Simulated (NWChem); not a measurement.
1,3,5-triazine (C$_{3}$H$_{3}$N$_{3}$); SMILES c1ncncn1

All runs: NWChem. Pople sets run with spherical d functions. B3LYP is NWChem's, with the RPA form of VWN correlation. Each level has its own optimisation; frequencies are unscaled.

| level | r C–N (Å) | r C–H (Å) | highest harmonic frequency (cm⁻¹) | lowest (cm⁻¹) | zero-point energy (kcal/mol) |
|---|---|---|---|---|---|
| Hartree-Fock/STO-3G | 1.353 | 1.091 | 3698 | 438 | 45.6 |
| Hartree-Fock/3-21G | 1.330 | 1.067 | 3431 | 458 | 44.1 |
| Hartree-Fock/6-31G* | 1.318 | 1.075 | 3407 | 419 | 44.7 |
| B3LYP/6-31G* | 1.337 | 1.089 | 3200 | 353 | 41.2 |
| LDA (Slater exchange, VWN5)/def2-SVP | 1.330 | 1.110 | 3070 | (withheld) | 40.0 |
| PBE/def2-SVP | 1.343 | 1.106 | 3087 | 313 | 39.7 |
| BLYP/def2-SVP | 1.347 | 1.105 | 3072 | 325 | 39.5 |
| PBE0/def2-SVP | 1.329 | 1.097 | 3193 | 352 | 41.5 |

**Question.** What belongs in the gaps?

**Answer.** 
- LDA (Slater exchange, VWN5)/def2-SVP, lowest (cm⁻¹): 308
